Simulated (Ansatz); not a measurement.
Ansatz (an electronic-structure program) input:

Ansatz 0.2 input:
```yaml
crystal:
  periodic: [false, false, false]
  atoms:
    - {symbol: Si, position_ang: [0.00827505, -0.01459141, -0.00429444]}
    - {symbol: C, position_ang: [1.71982878, -0.57634908, -0.40466639]}
    - {symbol: N, position_ang: [-0.39693893, -0.81836862, 1.46531085]}
    - {symbol: N, position_ang: [-0.89017948, -0.23775434, -1.45790156]}
    - {symbol: N, position_ang: [-0.26697336, 1.64354765, 0.37149176]}
    - {symbol: H, position_ang: [2.43059745, -0.88215608, 0.35594843]}
    - {symbol: H, position_ang: [2.13315014, -0.53201829, -1.40688650]}
    - {symbol: H, position_ang: [-1.27546733, -0.63033038, 1.92293374]}
    - {symbol: H, position_ang: [-0.09837533, -1.76731775, 1.62492784]}
    - {symbol: H, position_ang: [-1.85467235, 0.05147631, -1.50975101]}
    - {symbol: H, position_ang: [-0.71753505, -1.03847869, -2.04455023]}
    - {symbol: H, position_ang: [0.04918957, 2.01437022, 1.25336919]}
    - {symbol: H, position_ang: [-0.22306810, 2.33485622, -0.36017822]}
basis:
  gaussian:
    orbitals: def2-TZVPD
hamiltonian:
  xc: {name: SVWN5}
magnetization: {spin_polarized: true, initial_magnetization: 1}
output: {forces: true}
```

### Question
Which total energy does the run end on?

### Answer
-493.92554 Eh (SVWN5/def2-TZVPD). The basis has 263 functions.

It need not be the lowest isomer of its formula.
